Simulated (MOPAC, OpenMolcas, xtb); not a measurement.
How methods differ on C2H5BN (SMILES B[N]C=C)

The species is C2H5BN (9 atoms), meant as a doublet with charge 0. SMILES: `B[N]C=C`. The shape is that of a PBE0-D4/def2-TZVP optimisation.

```xyz
9

B    -0.8646    1.6748   -0.1104
N    -0.4864    0.3877   -0.1062
C    -0.1262   -0.8444   -0.1021
C     1.1610   -1.2706    0.2123
H    -1.3009    2.1640    0.8968
H    -0.7589    2.3169   -1.1207
H    -0.8714   -1.6018   -0.3596
H     1.4106   -2.3233    0.2004
H     1.9254   -0.5495    0.4723
```

Each level gives the dipole moment (D). The values are calculated.

```json
{"level": "PM7", "kind": "semi-empirical", "program": "MOPAC", "value (D)": "2.25"}
{"level": "GFN1-xTB", "kind": "semi-empirical", "program": "xtb", "value (D)": "1.29"}
{"level": "UHF/def2-SVPD", "kind": "Hartree–Fock", "program": "OpenMolcas", "value (D)": "2.26"}
{"level": "USVWN5/def2-SVPD", "kind": "LDA", "program": "OpenMolcas", "value (D)": "2.03"}
{"level": "UPBE/def2-SVPD", "kind": "GGA", "program": "OpenMolcas", "value (D)": "2.17"}
{"level": "U-r2SCAN/def2-SVPD", "kind": "meta-GGA", "program": "OpenMolcas", "value (D)": "2.25"}
{"level": "UM06-2X/def2-SVPD", "kind": "hybrid meta-GGA", "program": "OpenMolcas", "value (D)": "2.51"}
```

The values span 1.29 to 2.51 D. Spin contamination of the reference (⟨S²⟩ at least 0.1 too high) touches UHF/def2-SVPD. Magnitudes only.
